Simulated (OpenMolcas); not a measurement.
Ag2+: the spin-orbit constant, worked from levels

```
Program             : OpenMolcas
Basis               : ANO-RCC-VTZP [7s6p4d2f1g]
Scalar Hamiltonian  : DKH2, point nucleus
Active space        : 9 electrons in 6 orbitals (4d 5s)
State averaging     : 2S+1 = 4 even, 10 roots; 2S+1 = 2 even, 29 roots
Spin-orbit coupling : state interaction with AMFI integrals over the reference wave functions, term energies averaged over their components
```

Methods: CASSCF; MS-CASPT2, IPEA 0.25 Eh, imaginary shift 0.1 Eh (closed shells correlated: 4s 4p). Measured levels: Moore, Atomic Energy Levels, vol. III, NSRDS-NBS 35 (1971 reprint of NBS Circular 467, 1958).

**The spin-orbit constant.** For the Hund term ²D of d9, E(J) = (A/2) J(J+1) + constant and ζ = -2S·A = -A. From J = 3/2 to J = 5/2 the energy changes by 2.5 A.

```csv
Source,E(5/2) - E(3/2),A,ζ
CASSCF,-4626.4,-1850.6,1851
MS-CASPT2,-4629.6,-1851.8,1852
measured,-4607.0,-1842.8,1843
```

All in cm-1. MS-CASPT2 is off by +0.5 % and CASSCF by +0.4 %. Both methods take the spin-orbit matrix elements from the reference wave functions, so the second can move ζ only through the term energies and any multistate remixing.

Term energies are means over components that CASPT2 splits; among the terms shown or strongly mixed into the levels shown the widest spread is 13 cm-1 (4d⁹ ²D, MS-CASPT2). Without dynamic correlation excited terms often stand tens of per cent too high (terms of higher spin than the ground term too low), and those without a measured partner can miss by more than the paired ones (holds for CASSCF). Computed and measured levels are paired by configuration, term and J; levels that our copy of the source lacks, or whose pairing is in doubt (as where it misses far off the trend of its configuration), stay unpaired and out of the deviations. Levels of configurations outside the active space are missing.
